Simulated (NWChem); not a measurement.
MoNH$_{3}$O$_{3}$; SMILES [NH]=[Mo](=[O])([OH])[OH]

```xyz
8

Mo     0.0388    -0.0323     0.0000
O      1.0687    -1.3530     0.0000
N      0.9616     1.4280     0.0000
H      1.9020     1.8218     0.0000
O     -1.0327    -0.0633     1.5394
H     -1.1435     0.6869     2.1335
O     -1.0327    -0.0633    -1.5394
H     -1.1435     0.6869    -2.1335
```
Atoms are numbered in this order, from 1.

Results from NWChem. Structure relaxed at the PBE0/def2-SVP level. Not confirmed as a minimum by frequencies. def2 effective core potentials on Mo; no spin-orbit coupling.

Q: Predict the results for PBE0/def2-SVP. Quantities: highest occupied level (eV); orbital gap (eV); dipole (D).

A: 
```json
{
 "highest occupied level (eV)": "-8.24",
 "orbital gap (eV)": "6.71",
 "dipole (D)": "3.80"
}
```
